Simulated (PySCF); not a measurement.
**Telling isomers of C5H5F3Si apart by NMR**

Non-relativistic Hamiltonian, gas phase, averaged over atoms made equivalent by symmetry, fast rotation or ring inversion, single conformer. Coordinates at the GFN2-xTB level; σ from GIAO-PBE0/pcSseg-1; PySCF 2.14.

References, each an isolated molecule treated in the same way: TMS for 1H (σref 31.72), 13C (σref 186.93). Splittings of carbon signals by F and P are missing where no couplings were computed. Where no couplings were computed, multiplicities follow the n + 1 count of equivalent neighbours, and m marks all less simple cases (inequivalent or close neighbours, rings, F or P nearby). Shifts are as computed. Against solution values, carbons near 30 ppm lie about +3 ppm off and those near 130 ppm about +5 ppm. Of 1211 compounds with measured shifts, 218 miss one by over three times the rms of a fit or turn the order of signals round; such compounds aren't used in these exercises.

(1) Tabulate the signals of `C#C/C(=C/[SiH3])C(F)(F)F`, `FC1=C[Si](F)(F)C=CC1`, `C#C/C(=C\[SiH3])C(F)(F)F`, `C=CC1([Si](F)(F)F)C=C1`, `C#C[SiH2]/C=C/C(F)(F)F`, `C#C[Si]1(C(F)(F)F)CC1` and their relative energies.

(2) What is the quickest way to tell FC1=C[Si](F)(F)C=CC1 from C#C/C(=C\[SiH3])C(F)(F)F?

(3) What is the quickest way to tell FC1=C[Si](F)(F)C=CC1 from C#C[Si]1(C(F)(F)F)CC1?

(4) What is the quickest way to tell C#C/C(=C/[SiH3])C(F)(F)F from C#C/C(=C\[SiH3])C(F)(F)F?

## Answers

(1) 
| SMILES | carbon types | δC | δH | E rel. (kcal/mol) |
| --- | --- | --- | --- | --- |
| C#C/C(=C/[SiH3])C(F)(F)F | 3×C 2×CH | 148.6, 136.8, 133.1, 93.4, 83.7 | 7.25 (m, 1H), 4.29 (d, 3H), 2.97 (s, 1H) | 129.0 |
| FC1=C[Si](F)(F)C=CC1 | 1×C 3×CH 1×CH2 | 183.3, 155.9, 127.6, 100.6, 36.6 | 7.08 (m, 1H), 6.19 (m, 1H), 5.51 (m, 1H), 3.12 (m, 2H) | 0.0 |
| C#C/C(=C\[SiH3])C(F)(F)F | 3×C 2×CH | 145.6, 138.2, 130.8, 99.3, 82.0 | 7.36 (m, 1H), 4.27 (d, 3H), 3.27 (s, 1H) | 127.6 |
| C=CC1([Si](F)(F)F)C=C1 | 1×C 3×CH 1×CH2 | 150.5, 122.4, 108.3, 12.0 | 6.66 (m, 1H), 6.47 (m, 2H), 5.63 (m, 1H), 5.14 (m, 1H) | 23.3 |
| C#C[SiH2]/C=C/C(F)(F)F | 2×C 3×CH | 145.0, 138.6, 131.6, 107.9, 82.7 | 6.83 (m, 1H), 6.68 (m, 1H), 4.84 (m, 2H), 2.11 (t, 1H) | 116.6 |
| C#C[Si]1(C(F)(F)F)CC1 | 2×C 1×CH 2×CH2 | 139.3, 108.0, 79.8, 2.1 | 2.02 (s, 1H), 1.14 (m, 2H), 1.10 (m, 2H) | 127.9 |

Energies are electronic energies at PBE0/pcSseg-1 on these geometries, without zero-point or thermal terms, each for the one conformer computed, which needn't be the lowest.

(2) Both give the same number of carbon signals, but DEPT or the intensities differ. The first has an allylic sp3 CH2 at 36.6 ppm, the second an alkyne carbon (C) at 82.0 ppm. Their most deshielded carbons lie at 183.3 and 145.6 ppm.

(3) Count the carbon signals: 5 against 4. The first has an alkene CH at 155.9 ppm, the second an alkyne carbon (C) at 79.8 ppm. Their most deshielded carbons lie at 183.3 and 139.3 ppm. In the proton spectra the most deshielded non-exchanging signals are 7.08 (m, 1H) and 2.02 (s, 1H).

(4) Both give the same number of carbon signals, with the same numbers of each carbon type, so the positions decide. The first has a terminal alkyne carbon (CH) at 93.4 ppm, the second a terminal alkyne carbon (CH) at 99.3 ppm. Their most deshielded carbons lie at 148.6 and 145.6 ppm.
